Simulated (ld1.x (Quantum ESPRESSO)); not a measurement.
An all-electron radial function and its pseudo partner (fluorine (F))

Columns: radius, all-electron u(r) and pseudo u(r) of the 2p shell (level -11.12 eV) of fluorine in the configuration [He] 2s2 2p5; PBE, non-relativistic, TM scheme, ld1.x (Quantum ESPRESSO) 7.5.

```csv
r (bohr),all-electron,pseudo
0.053,0.0473,0.0208
0.105,0.1494,0.0795
0.158,0.2738,0.1724
0.210,0.3964,0.2871
0.262,0.5095,0.4140
0.315,0.6101,0.5440
0.368,0.6946,0.6635
0.420,0.7619,0.7622
0.473,0.8155,0.8392
0.525,0.8544,0.8907
0.578,0.8817,0.9209
0.630,0.8979,0.9327
0.683,0.9054,0.9317
0.735,0.9052,0.9225
0.788,0.8987,0.9082
0.840,0.8875,0.8916
0.893,0.8720,0.8733
0.945,0.8537,0.8540
0.998,0.8327,0.8327
1.050,0.8103,0.8103
1.102,0.7867,0.7867
1.155,0.7618,0.7618
1.208,0.7363,0.7363
1.260,0.7111,0.7111
1.313,0.6854,0.6854
1.365,0.6603,0.6603
```

(1) How many radial nodes do the two functions have?

(2) At about which radius was the pseudo-wave matched?

(3) Where does each function peak?

(4) Is the pseudo-wave norm-conserving?

## Answers

(1) The all-electron 2p function has n − l − 1 = 0; the pseudo-wave has 0.

(2) 1.05 bohr. The columns agree to 0.0005 from 0.94 bohr on; several derivatives are matched, so the curves merge somewhat inside the radius.

(3) Outermost all-electron maximum near 0.68 bohr, pseudo maximum near 0.63 bohr (to the table’s step).

(4) Yes: the TM scheme keeps the norm inside the radius equal to the all-electron one, which fixes the energy derivative of the logarithmic derivative at the level.
